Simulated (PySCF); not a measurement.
# Spin states of NaSn⁺

Unrestricted PBE0; PySCF, scalar-relativistic core potentials, basis sets Na cc-pVDZ, Sn cc-pVDZ-PP with ECP28. Outer shells of the fragments: Na+ closed shells only; Sn 4d10 5s2 5p2.

Followed along the bond (rough minima from three points):

```
2Ms+1  unpaired  ⟨S²⟩ at the start  R at minimum (Å)  Te (eV)
    3  σ ↑, π ↑               2.00              3.38     0.00
    1  σ ↑, π ↓               1.01              3.44     0.27
    1      none               0.00              3.28     0.35
    3      π ↑↑               2.00  none in the scan   ≤ 0.75
    1      π ↑↓               1.01  none in the scan   ≤ 1.05
```

Solutions found at the starting distance of 3.025 Å, counted from the lowest of them; the search is not exhaustive and high or unbound solutions are not listed, so other states can lie among these:

```json
{"2Ms+1": "3", "unpaired": "σ ↑, π ↑", "term": "³Π", "E (eV)": "0.00", "⟨S²⟩": "2.00", "⟨Lz²⟩": "1.00", "μ (D)": "-8.45"}
{"2Ms+1": "1", "unpaired": "σ ↑, π ↓", "term": "mixed", "E (eV)": "0.29", "⟨S²⟩": "1.01", "⟨Lz²⟩": "1.00", "μ (D)": "-8.38"}
{"2Ms+1": "1", "unpaired": "none", "term": "¹Σ⁺", "E (eV)": "0.34", "⟨S²⟩": "0.00", "⟨Lz²⟩": "0.00", "μ (D)": "-7.34"}
{"2Ms+1": "3", "unpaired": "π ↑↑", "term": "³Σ⁻", "E (eV)": "0.80", "⟨S²⟩": "2.00", "⟨Lz²⟩": "0.00", "μ (D)": "-9.35"}
{"2Ms+1": "1", "unpaired": "π ↑↓", "term": "mixed", "E (eV)": "1.10", "⟨S²⟩": "1.01", "⟨Lz²⟩": "2.01", "μ (D)": "-9.26"}
{"2Ms+1": "1", "unpaired": "none", "term": "mixed", "E (eV)": "1.92", "⟨S²⟩": "0.00", "⟨Lz²⟩": "2.00", "μ (D)": "-8.92"}
```

A term symbol is given only where ⟨S²⟩ and ⟨Lz²⟩ are close to those of a pure state; real π, δ and φ orbitals otherwise mix terms. A positive dipole points towards Sn; it is taken about the centre of mass and depends on that origin.

Spin–orbit coupling is left out.
